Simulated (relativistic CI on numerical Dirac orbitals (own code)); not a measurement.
# Line list: Forbidden lines, Pb⁴⁵⁺

Method of calculation: Dirac-Coulomb-Breit CI, separate exchange-only KLI orbitals for each configuration, a model potential for QED, unscaled Slater integrals (own radial code, finite nucleus).

Configurations in the expansion (outside the closed core [Ar] 3d10): 4s2.4p6.4d, 4s2.4p6.4f, 4s2.4p5.4d2, 4s.4p6.4d2, 4s2.4p5.4d.4f, 4s.4p6.4d.4f, 4s2.4p6.5s, 4s2.4p6.5p, 4s2.4p6.5d, 4p6.4d2.4f, 4s2.4p5.4d.5s, 4s2.4p6.5f, 4s2.4p5.4d.5p, 4s.4p6.4f.5s, 4s2.4p6.5g, 4s.4p6.4d.5s, 4s2.4p5.4d.5d, 4p6.4d3, 4p5.4d4, 4p5.4d3.4f, 4p6.4d.4f2, 4p6.4f3, 4p5.4d2.4f2, 4p5.4d.4f3, 4p6.4f2.5s, 4s.4p6.4f2, 4s.4p5.4f3, 4s.4p6.4f.5p, 4s.4p5.4f2.5p, 4p6.4f2.5p. Double excitations out of closed p, d and f shells are left out; levels of such configurations are missing from the list, as are those of other unlisted configurations, and high levels can miss mixing partners. These lack a partner that the ground configuration has and come out too high: 4s2.4p5.4d.5s, 4s2.4p5.4d.5p, 4s2.4p5.4d.5d, 4s2.4p6.5d, 4s2.4p6.5f.

| λ vac (nm) | Lower | Upper | Type | A (s⁻¹) | E lower (eV) | E upper (eV) |
| --- | --- | --- | --- | --- | --- | --- |
| 1.7450 | 4s2.4p5.4d2 4D°_3/2 [3] | 4s2.4p5.4d.5s 2F°_7/2 [224] | E2 | 2.92e+08 | 182.03 | 892.52 |
| 1.7489 | 4s2.4p5.4d2 4D°_5/2 [8] | 4s2.4p5.4d.5s 4F°_9/2 [228] | E2 | 4.23e+08 | 211.93 | 920.84 |
| 1.7553 | 4s2.4p5.4d2 4F°_5/2 [5] | 4s2.4p5.4d.5s 2F°_7/2 [224] | E2 | 6.64e+08 | 186.17 | 892.52 |
| 1.7577 | 4s2.4p5.4d2 4G°_9/2 [9] | 4s2.4p5.4d.5s 4F°_9/2 [228] | E2 | 7.51e+08 | 215.46 | 920.84 |
| 1.7594 | 4s2.4p6.4d 2D_3/2 [1] | 4s2.4p6.5s 2S_1/2 [179] | E2 | 2.59e+09 | 0.00 | 704.68 |
| 1.7595 | 4s2.4p5.4d2 4F°_7/2 [10] | 4s2.4p5.4d.5s 4F°_9/2 [228] | E2 | 7.62e+08 | 216.17 | 920.84 |
| 1.7597 | 4s2.4p5.4d2 2G°_7/2 [6] | 4s2.4p5.4d.5s 2F°_7/2 [224] | E2 | 1.17e+09 | 187.96 | 892.52 |
| 1.7672 | 4s2.4p5.4d2 4P°_5/2 [12] | 4s2.4p5.4d.5s 4F°_9/2 [228] | E2 | 2.69e+08 | 219.25 | 920.84 |
| 1.7707 | 4s2.4p5.4d2 2H°_11/2 [13] | 4s2.4p5.4d.5s 4F°_9/2 [228] | E2 | 7.93e+08 | 220.63 | 920.84 |
| 1.7835 | 4s2.4p5.4d2 2P°_3/2 [7] | 4s2.4p5.4d.5s 2F°_7/2 [224] | E2 | 3.74e+08 | 197.36 | 892.52 |
| 1.8312 | 4s2.4p5.4d2 4G°_9/2 [9] | 4s2.4p5.4d.5s 2F°_7/2 [224] | E2 | 5.96e+08 | 215.46 | 892.52 |
| 1.8449 | 4s2.4p5.4d2 4G°_11/2 [22] | 4s2.4p5.4d.5s 4F°_9/2 [228] | E2 | 1.40e+09 | 248.82 | 920.84 |
| 1.8453 | 4s2.4p5.4d2 2H°_11/2 [13] | 4s2.4p5.4d.5s 2F°_7/2 [224] | E2 | 1.69e+09 | 220.63 | 892.52 |
| 1.8467 | 4s2.4p6.4d 2D_5/2 [2] | 4s2.4p6.5s 2S_1/2 [179] | E2 | 3.70e+09 | 33.28 | 704.68 |
| 1.8480 | 4s2.4p5.4d2 2G°_7/2 [14] | 4s2.4p5.4d.5s 2F°_7/2 [224] | E2 | 4.05e+08 | 221.62 | 892.52 |
| 1.8509 | 4s2.4p5.4d2 2F°_7/2 [23] | 4s2.4p5.4d.5s 4F°_9/2 [228] | E2 | 1.91e+08 | 250.98 | 920.84 |
| 1.8612 | 4s2.4p5.4d2 2G°_9/2 [26] | 4s2.4p5.4d.5s 4F°_9/2 [228] | E2 | 2.65e+08 | 254.68 | 920.84 |
| 1.8719 | 4s2.4p5.4d2 2G°_9/2 [19] | 4s2.4p5.4d.5s 2F°_7/2 [224] | E2 | 4.06e+08 | 230.18 | 892.52 |
| 2.4000 | 4s.4p6.4d2 2G_9/2 [130] | 4p6.4d3 2H_11/2 [302] | E2 | 3.77e+08 | 526.00 | 1042.60 |
| 2.4360 | 4s.4p6.4d2 2F_7/2 [137] | 4p6.4d3 2G_9/2 [321] | E2 | 6.70e+08 | 562.36 | 1071.33 |

Terms are leading LS components. Brackets give the number of a level in order of energy, since labels repeat. The list gives strong lines, with weight on those to low levels, among the lowest 400 of 8280 levels, so that lines to higher ones, which can be the strongest, are missing. Levels whose partners in the same complex of configurations lie outside the list can be far off, and so can their lines. Rates are taken at the computed energies, electric ones in the length gauge.

At this charge energies of transitions that change n are usually good to better than 1 %, and those within a shell (Δn = 0) to a few per cent.

LS names give the leading component of a level, which can be under half, so a name can repeat, a term be missing and a line seem to break the LS rules.
